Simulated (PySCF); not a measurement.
A run for PySCF: U-B3LYP/6-31G* on BeH3N (SMILES [BeH][NH2]), a point of a bond scan (R = 1.109 Å).

```python
from pyscf import gto, scf, dft, mp
from pyscf.data.elements import chemcore

mol = gto.M(
    atom='''
    Be   -0.55549601   -0.10298035   -0.76701060
    H    -1.33100906   -0.24674845   -1.83781348
    N     0.31947459    0.05922564    0.44112000
    H     1.11774116   -0.64513768    0.75146744
    H     0.27149950    0.82519504    1.09476189
    ''',
    basis='6-31g*',
    cart=True,
    charge=0, spin=0, verbose=3, max_memory=1800)
mf = dft.UKS(mol, xc='b3lyp')
mf.conv_tol = 1e-8
mf.max_cycle = 100
mf.init_guess_breaksym = True
mf.kernel()
if not mf.converged:
    mf = mf.newton().run(mf.mo_coeff, mf.mo_occ)
for _ in range(4):
    mo, _, stable, _ = mf.stability(return_status=True)
    if stable:
        break
    mf.kernel(mf.make_rdm1(mo, mf.mo_occ))
```

Q: Give the final energy of this run.

A: -71.3211 hartree.
